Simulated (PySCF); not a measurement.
# Relaxation of doublet AsH2

Level of theory: UB3LYP/[As def2-TZVP, H def2-TZVP], no relativity, density fitting, PySCF. A (50,194) grid was used.

A start displaced from a saddle point along its imaginary mode, of C2v symmetry, held to at least that symmetry:

Coordinates in bohr (charge 0 multiplicity 2):
```
As    0.0015   -0.0059    0.0000
H    -0.0566    0.2196    2.7524
H    -0.0566    0.2196   -2.7524
```

Optimiser trace:
```tsv
step	E − E(last) (kJ/mol)	largest gradient (Eh/bohr)
0	304.73	0.05430
1	175.51	0.08582
2	60.96	0.03252
3	34.88	0.03115
4	8.59	0.01761
5	0.11	0.00389
6	0.00	0.00051
7	0.00	0.00001
```

It ends at C2v with As–H 1.530 Å (×2); H–As–H 90.8°. A frequency run shows a minimum. Other isomers or separated fragments may lie lower.

Final geometry:
Coordinates in bohr (charge 0 multiplicity 2):
```
As    0.0133   -0.0515    0.0000
H    -0.4932    1.9150    2.0584
H    -0.4932    1.9150   -2.0584
```

The relaxation took 7.3 s on 2 threads of a shared Arm Neoverse V1 host, with 60 basis functions and 8 gradients; the process peaked at 0.63 GiB. Launch command: `OMP_NUM_THREADS=2 python axn.py task.json out`.
